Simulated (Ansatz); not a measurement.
Isolated molecules relaxed with PBE0-D4/def2-TZVP in Ansatz; ΔE leaves out vibrations. CBS: MP2 limit from def2 TZ/QZ plus the TZ coupled-cluster correction, frozen cores. Functionals use def2-TZVPP. B3LYP here is the variant with VWN-RPA as its local correlation; programs differ in this. For Ge outer-core shells are correlated without core-valence functions, which leaves a few kJ/mol of doubt a bond. Scalar relativity is left out up to krypton. One conformer a species, not always the lowest.

`CBC(C)C` + `[SH][GeH3]` → `CB[S][GeH3]` + `CCC`  (ligand exchange at a B–C bond)

```csv
level,ΔE (kJ/mol),difference from CCSD(T)/CBS
PBE-D4,-105.9,-4.0
r2SCAN-D4,-105.6,-3.7
PBE0-D4,-103.8,-1.9
B3LYP-D4,-102.7,-0.8
ωB97X-V,-98.8,3.1
ωB97M-V,-98.3,3.6
B2PLYP,-105.2,-3.3
PBE,-107.1,-5.2
r2SCAN,-106.2,-4.3
PBE0,-104.9,-3.0
B3LYP,-104.2,-2.3
HF/def2-TZVPP,-99.9,2.0
MP2/def2-TZVPP,-106.2,-4.3
SCS-MP2/def2-TZVPP,-104.0,-2.1
CCSD/def2-TZVPP,-100.1,1.8
CCSD(T)/def2-TZVPP,-102.4,-0.5
HF/def2-QZVPP,-98.6,3.3
MP2/def2-QZVPP,-105.5,-3.6
SCS-MP2/def2-QZVPP,-103.3,-1.4
HF/CBS(def2),-98.4,3.5
MP2/CBS(def2),-105.7,-3.8
CCSD/CBS(def2),-99.5,2.4
CCSD(T)/CBS,-101.9,0
```

Largest T1 diagnostic among the species: 0.013.
